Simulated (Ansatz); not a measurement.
ClH3NOSc, SMILES `[NH2][Sc]([OH])[Cl]`, relaxed with RKS PBE0-D4/def2-TZVP in Ansatz from a GFN2-xTB geometry. The force threshold is 0.005 eV/Å; the program also tests the step.

Charge 0, multiplicity 1.

Start:

```xyz
7

N    -1.110   -0.394    0.878
Sc    0.182    0.437   -0.389
O     1.775   -0.289   -0.789
Cl   -0.352    2.377   -1.384
H    -2.030   -0.031    1.133
H    -1.021   -1.261    1.409
H     2.556   -0.839   -0.858
```

(1) By how much does the energy fall, and how many steps does the optimiser take? (Estimate.)

(2) Which bonds change most? (Estimate.)

(3) Give the relaxed structure. (Best estimate.)

## Answers

(1) Computed: 13.51 kJ/mol, in 8 steps, 1 of them rejected.

(2) Ansatz gave: Sc2–Cl4 from 2.244 to 2.329 Å; Sc2–O3 from 1.796 to 1.851 Å; N1–Sc2 from 1.991 to 1.963 Å; N1–H5 from 1.022 to 1.013 Å.

(3) Ansatz gave: 
```xyz
7

N    -1.094   -0.381    0.858
Sc    0.164    0.457   -0.395
O     1.743   -0.476   -0.647
Cl   -0.451    2.470   -1.394
H    -2.001   -0.009    1.112
H    -0.961   -1.248    1.361
H     2.599   -0.813   -0.896
```
